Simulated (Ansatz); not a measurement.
BH₅OSSi (`OBS[SiH3]`), relaxed with RKS PBE0-D4/def2-TZVP in Ansatz from a PBE-D4/def2-SVP geometry. The force threshold is 0.005 eV/Å; the program also tests the step.

Charge 0, multiplicity 1.

Start:

```xyz
9

O    -1.243    1.398   -0.506
B    -0.714    1.373    0.739
S     0.448    0.126    1.435
Si    0.825   -1.209   -0.224
H    -0.977    0.641   -1.067
H    -1.021    2.256    1.513
H     2.149   -0.925   -0.874
H    -0.252   -1.031   -1.273
H     0.785   -2.629    0.257
```

How much energy does the relaxation release, and in how many steps? (Best estimate.)

Ansatz gave: 3.03 kJ/mol, in 7 steps, 1 of them rejected.

Which bonds change most? (An estimate is asked.)

Ansatz gave: S3–Si4 from 2.163 to 2.136 Å; Si4–H8 from 1.514 to 1.493 Å; B2–H6 from 1.214 to 1.193 Å; Si4–H7 from 1.501 to 1.483 Å.

Give the relaxed structure. (Estimate.)

Ansatz gave: 
```xyz
9

O    -1.248    1.402   -0.495
B    -0.708    1.368    0.736
S     0.441    0.116    1.406
Si    0.822   -1.206   -0.229
H    -1.007    0.661   -1.062
H    -0.998    2.234    1.504
H     2.140   -0.925   -0.848
H    -0.226   -1.048   -1.280
H     0.784   -2.602    0.267
```
